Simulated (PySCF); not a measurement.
# MGe for M along the fifth-period p block

CCSD(T) with double-zeta basis sets in PySCF, for the lowest determinant that a PBE0 search found; no spin–orbit coupling. De refers to high-spin ground-configuration atoms.

| M | basis | reference, frozen orbitals | state (unpaired electrons) | Re (Å) | ωe (cm⁻¹) | De (eV) |
| --- | --- | --- | --- | --- | --- | --- |
| In | def2-SVP | UHF, 13 | quartet (σ ↑, π ↑↑) | 2.689 | 184 | 1.97 |
| Sn | def2-SVP | UHF, 13 | triplet (π ↑↑) | 2.604 | 233 | 2.14 |
| Sb | cc-pVDZ-PP | UHF, 8 | doublet (π ↑) | 2.497 | 267 | 2.02 |
| Te | def2-SVP | RHF, 13 | singlet (closed shell) | 2.378 | 318 | 4.00 |
| I | cc-pVDZ-PP | UHF, 8 | doublet (π ↑) | 2.567 | 239 | 2.68 |

The shortest bond is that of GeTe (2.378 Å), the longest that of InGe (2.689 Å).

The rows differ in basis set, which adds steps of its own.

The state changes along the series, so neighbouring rows are not always alike in their bonding.

Correlated steps freeze the inner cores (8 to 13 orbitals); shallow outer-core shells are correlated. Correlated levels converge slowly with the basis: in double zeta they bind strong bonds too weakly, by up to about 1 eV, and carry superposition errors of some tenths. These are scalar-relativistic numbers at best; spin–orbit coupling would shift them, the dissociation energy most. Where the molecule has an RHF reference, its open-shell atoms are computed with UHF. The CCSD T1 diagnostic is raised in GeTe, a sign that a single reference may not be enough there. States were picked by a PBE0 search and need not be the measured ground states.
